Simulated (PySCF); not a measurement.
C$_{2}$H$_{3}$AlBr$_{2}$, singlet, at a GFN2-xTB geometry (such geometries of metal compounds can be far from the true shape), atoms displaced at random by about 0.08 Å a coordinate; B3LYP/STO-3G, gradient by finite differences in PySCF.

Input for PySCF:
```python
from pyscf import gto, scf, dft

mol = gto.M(
    atom='''
Al   -0.08672937   -0.30690530   -0.44403734
Br   -0.51344441   -1.33159417    1.50714111
Br    0.45568655    1.92862053   -0.26466839
C    -0.11481924   -1.11070882   -2.28218520
C     0.05156909   -0.58538935   -3.12230284
H    -0.43938417   -2.16449288   -2.28411824
H     0.18361982   -0.87474986   -4.18398927
H     0.46950088    0.61839268   -3.31811655
''',
    basis='sto-3g',
    verbose=4,
)

mf = dft.RKS(mol)
mf.xc = 'b3lyp'
mf.conv_tol = 1e-11
mf.kernel()
scan, done = mf.as_scanner(), []
scan.scf_summary = {}
def energy(d):
    c = mol.atom_coords()
    c[5, 0] += d
    e = scan(mol.set_geom_(c, unit='Bohr', inplace=False))
    done.append(scan.converged)
    return e
h = 0.2
fd = (energy(h) - energy(-h)) / (2 * h)
print('dE/dx =', fd)
```

It wrote (shortened):

```
PySCF version 2.14.0

[INPUT] verbose = 4
[INPUT] num. atoms = 8
[INPUT] num. electrons = 98
[INPUT] charge = 0
[INPUT] spin (= nelec alpha-beta = 2S) = 0
[INPUT] symmetry False subgroup None
[INPUT] Mole.unit = angstrom
[INPUT] Symbol           X                Y                Z      unit          X                Y                Z       unit  Magmom
[...]
nuclear repulsion = 592.566409039472
number of shells = 30
number of NR pGTOs = 174
number of NR cGTOs = 58
basis = sto-3g
ecp = {}

******** <class 'pyscf.dft.rks.RKS'> ********
method = RKS
initial guess = minao
damping factor = 0
level_shift factor = 0
DIIS = <class 'pyscf.scf.diis.CDIIS'>
diis_start_cycle = 1
diis_space = 8
diis_damp = 0
SCF conv_tol = 1e-11
SCF conv_tol_grad = None
SCF max_cycles = 50
direct_scf = True
direct_scf_tol = 1e-13
XC library pyscf.dft.libxc version 7.1.2
    S. Lehtola, C. Steigemann, M. J. T. Oliveira, and M. A. L. Marques,  SoftwareX 7, 1–5 (2018)
XC functionals = b3lyp
    P. J. Stephens, F. J. Devlin, C. F. Chabalowski, and M. J. Frisch,  J. Phys. Chem. 98, 11623 (1994)
radial grids:
    Treutler-Ahlrichs [JCP 102, 346 (1995); DOI:10.1063/1.469408] (M4) radial grids

becke partition: Becke, JCP 88, 2547 (1988); DOI:10.1063/1.454033
pruning grids: <function nwchem_prune>
grids dens level: 3
symmetrized grids: False
atomic radii adjust function: <function treutler_atomic_radii_adjust>
small_rho_cutoff = 0
Set gradient conv threshold to 3.16228e-06
Initial guess from minao.
tot grids = 117688
init E= -5402.18923169054
[...]
cycle= 1 E= -5408.22821258634  delta_E= -6.04  |g|= 0.516  |ddm|= 3.73
[...]
cycle= 2 E= -5408.2172859015  delta_E= 0.0109  |g|= 0.614  |ddm|= 2.48
[...]
cycle= 3 E= -5408.38326101943  delta_E= -0.166  |g|= 0.0722  |ddm|= 1.31
[...]
cycle= 4 E= -5408.3850601675  delta_E= -0.0018  |g|= 0.0321  |ddm|= 0.168
[...]
cycle= 5 E= -5408.38538628077  delta_E= -0.000326  |g|= 0.00604  |ddm|= 0.0542
[...]
cycle= 6 E= -5408.3853977164  delta_E= -1.14e-05  |g|= 0.00142  |ddm|= 0.0109
[...]
cycle= 7 E= -5408.38539848276  delta_E= -7.66e-07  |g|= 0.000185  |ddm|= 0.00274
[...]
cycle= 8 E= -5408.38539849943  delta_E= -1.67e-08  |g|= 3.13e-05  |ddm|= 0.000494
[...]
cycle= 9 E= -5408.38539850001  delta_E= -5.81e-10  |g|= 5.92e-06  |ddm|= 9.48e-05
[...]
cycle= 10 E= -5408.38539850003  delta_E= -1.82e-11  |g|= 9.48e-07  |ddm|= 1.95e-05
[...]
cycle= 11 E= -5408.38539850002  delta_E= 9.09e-12  |g|= 2.08e-07  |ddm|= 3.74e-06
[...]
Extra cycle  E= -5408.38539850003  delta_E= -1.18e-11  |g|= 1.76e-07  |ddm|= 9.61e-07
converged SCF energy = -5408.38539850003
Create scanner for <class 'pyscf.dft.rks.RKS'>

WARN: Mole.unit (angstrom) is changed to Bohr

New geometry
   1 Al    -0.086729370000  -0.306905300000  -0.444037340000 AA   -0.163894756256  -0.579966963177  -0.839108961680 Bohr
   2 Br    -0.513444410000  -1.331594170000   1.507141110000 AA   -0.970269315089  -2.516348290368   2.848083928973 Bohr
   3 Br     0.455686550000   1.928620530000  -0.264668390000 AA    0.861122778148   3.644564599914  -0.500150770930 Bohr
   4 C     -0.114819240000  -1.110708820000  -2.282185200000 AA   -0.216976917431  -2.098935473939  -4.312704993536 Bohr
   5 C      0.051569090000  -0.585389350000  -3.122302840000 AA    0.097451456593  -1.106225547737  -5.900297245552 Bohr
   6 H     -0.333548727816  -2.164492880000  -2.284118240000 AA   -0.630315744769  -4.090298741771  -4.316357909724 Bohr
   7 H      0.183619820000  -0.874749860000  -4.183989270000 AA    0.346991170842  -1.653037662902  -7.906593828419 Bohr
   8 H      0.469500880000   0.618392680000  -3.318116550000 AA    0.887228078442   1.168592802636  -6.270331528887 Bohr

******** <class 'pyscf.scf.hf.RKS_Scanner'> ********
method = RKS_Scanner
initial guess = minao
damping factor = 0
level_shift factor = 0
DIIS = <class 'pyscf.scf.diis.CDIIS'>
diis_start_cycle = 1
diis_space = 8
diis_damp = 0
SCF conv_tol = 1e-11
SCF conv_tol_grad = None
SCF max_cycles = 50
direct_scf = True
direct_scf_tol = 1e-13
XC library pyscf.dft.libxc version 7.1.2
    S. Lehtola, C. Steigemann, M. J. T. Oliveira, and M. A. L. Marques,  SoftwareX 7, 1–5 (2018)
XC functionals = b3lyp
    P. J. Stephens, F. J. Devlin, C. F. Chabalowski, and M. J. Frisch,  J. Phys. Chem. 98, 11623 (1994)
radial grids:
    Treutler-Ahlrichs [JCP 102, 346 (1995); DOI:10.1063/1.469408] (M4) radial grids

becke partition: Becke, JCP 88, 2547 (1988); DOI:10.1063/1.454033
pruning grids: <function nwchem_prune>
grids dens level: 3
symmetrized grids: False
atomic radii adjust function: <function treutler_atomic_radii_adjust>
small_rho_cutoff = 0
Set gradient conv threshold to 3.16228e-06
tot grids = 117688
init E= -5408.39162500308
[...]
cycle= 1 E= -5408.38517816124  delta_E= 0.00645  |g|= 0.0107  |ddm|= 0.0824
[...]
cycle= 2 E= -5408.38519188958  delta_E= -1.37e-05  |g|= 0.0109  |ddm|= 0.0365
[...]
cycle= 3 E= -5408.3852301501  delta_E= -3.83e-05  |g|= 0.0012  |ddm|= 0.0173
[...]
cycle= 4 E= -5408.38523064132  delta_E= -4.91e-07  |g|= 0.000257  |ddm|= 0.00227
[...]
cycle= 5 E= -5408.38523066865  delta_E= -2.73e-08  |g|= 9.02e-05  |ddm|= 0.000598
[...]
cycle= 6 E= -5408.3852306717  delta_E= -3.04e-09  |g|= 1.14e-05  |ddm|= 0.000161
[...]
cycle= 7 E= -5408.38523067176  delta_E= -5.73e-11  |g|= 1.53e-06  |ddm|= 3.51e-05
[...]
cycle= 8 E= -5408.38523067177  delta_E= -1.18e-11  |g|= 5.1e-07  |ddm|= 6.15e-06
[...]
cycle= 9 E= -5408.38523067178  delta_E= -1.09e-11  |g|= 1.1e-07  |ddm|= 1.51e-06
[...]
cycle= 10 E= -5408.38523067177  delta_E= 8.19e-12  |g|= 3.02e-08  |ddm|= 2.96e-07
[...]
Extra cycle  E= -5408.38523067177  delta_E= 5.46e-12  |g|= 2.79e-08  |ddm|= 1.45e-07
converged SCF energy = -5408.38523067177

WARN: Mole.unit (angstrom) is changed to Bohr

New geometry
   1 Al    -0.086729370000  -0.306905300000  -0.444037340000 AA   -0.163894756256  -0.579966963177  -0.839108961680 Bohr
   2 Br    -0.513444410000  -1.331594170000   1.507141110000 AA   -0.970269315089  -2.516348290368   2.848083928973 Bohr
   3 Br     0.455686550000   1.928620530000  -0.264668390000 AA    0.861122778148   3.644564599914  -0.500150770930 Bohr
   4 C     -0.114819240000  -1.110708820000  -2.282185200000 AA   -0.216976917431  -2.098935473939  -4.312704993536 Bohr
   5 C      0.051569090000  -0.585389350000  -3.122302840000 AA    0.097451456593  -1.106225547737  -5.900297245552 Bohr
   6 H     -0.545219612184  -2.164492880000  -2.284118240000 AA   -1.030315744769  -4.090298741771  -4.316357909724 Bohr
   7 H      0.183619820000  -0.874749860000  -4.183989270000 AA    0.346991170842  -1.653037662902  -7.906593828419 Bohr
   8 H      0.469500880000   0.618392680000  -3.318116550000 AA    0.887228078442   1.168592802636  -6.270331528887 Bohr

******** <class 'pyscf.scf.hf.RKS_Scanner'> ********
method = RKS_Scanner
initial guess = minao
damping factor = 0
level_shift factor = 0
DIIS = <class 'pyscf.scf.diis.CDIIS'>
diis_start_cycle = 1
diis_space = 8
diis_damp = 0
SCF conv_tol = 1e-11
SCF conv_tol_grad = None
SCF max_cycles = 50
direct_scf = True
direct_scf_tol = 1e-13
XC library pyscf.dft.libxc version 7.1.2
    S. Lehtola, C. Steigemann, M. J. T. Oliveira, and M. A. L. Marques,  SoftwareX 7, 1–5 (2018)
XC functionals = b3lyp
    P. J. Stephens, F. J. Devlin, C. F. Chabalowski, and M. J. Frisch,  J. Phys. Chem. 98, 11623 (1994)
radial grids:
    Treutler-Ahlrichs [JCP 102, 346 (1995); DOI:10.1063/1.469408] (M4) radial grids

becke partition: Becke, JCP 88, 2547 (1988); DOI:10.1063/1.454033
pruning grids: <function nwchem_prune>
grids dens level: 3
symmetrized grids: False
atomic radii adjust function: <function treutler_atomic_radii_adjust>
small_rho_cutoff = 0
Set gradient conv threshold to 3.16228e-06
tot grids = 117688
init E= -5408.36671642691
[...]
cycle= 1 E= -5408.38258495372  delta_E= -0.0159  |g|= 0.0298  |ddm|= 0.168
[...]
cycle= 2 E= -5408.38261449085  delta_E= -2.95e-05  |g|= 0.0327  |ddm|= 0.105
[...]
cycle= 3 E= -5408.38296210917  delta_E= -0.000348  |g|= 0.00264  |ddm|= 0.0501
[...]
cycle= 4 E= -5408.38296477833  delta_E= -2.67e-06  |g|= 0.000674  |ddm|= 0.00562
[...]
cycle= 5 E= -5408.38296495993  delta_E= -1.82e-07  |g|= 0.000198  |ddm|= 0.00142
[...]
cycle= 6 E= -5408.38296497485  delta_E= -1.49e-08  |g|= 2.92e-05  |ddm|= 0.000379
[...]
cycle= 7 E= -5408.38296497534  delta_E= -4.88e-10  |g|= 4.26e-06  |ddm|= 9.03e-05
[...]
cycle= 8 E= -5408.38296497537  delta_E= -3.27e-11  |g|= 1.45e-06  |ddm|= 1.62e-05
[...]
cycle= 9 E= -5408.38296497536  delta_E= 1.55e-11  |g|= 3.05e-07  |ddm|= 3.86e-06
[...]
cycle= 10 E= -5408.38296497535  delta_E= 2.73e-12  |g|= 6.17e-08  |ddm|= 8.64e-07
[...]
Extra cycle  E= -5408.38296497535  delta_E= 1.82e-12  |g|= 5.49e-08  |ddm|= 3.1e-07
converged SCF energy = -5408.38296497535
dE/dx = -0.005664241034537554
```
